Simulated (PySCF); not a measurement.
Correlation energy of Hf⁺ (hafnium, charge +1)

[Xe] 4f14 5d2 6s1, 6s spin antiparallel (an excited configuration). Calculation: PySCF 2.14, in aug-cc-pVTZ-PP with ECP60MDF (6s6p5d3f2g, 88 functions); scalar relativity through the core potential. Frozen: 5s2 5p6; 3 electrons correlated.

MP2 pair energies summed by pair of shells (mhartree):

```
 pair  energy  share (%)
5d-6s  -20.46       85.4
5d-5d   -3.51       14.6
```

Total MP2 correlation energy: -23.97 mhartree.

Same-spin part -3.51 and opposite-spin part -20.46 mhartree; SCS-MP2 scales them by 1/3 and 6/5 to -25.72 mhartree.
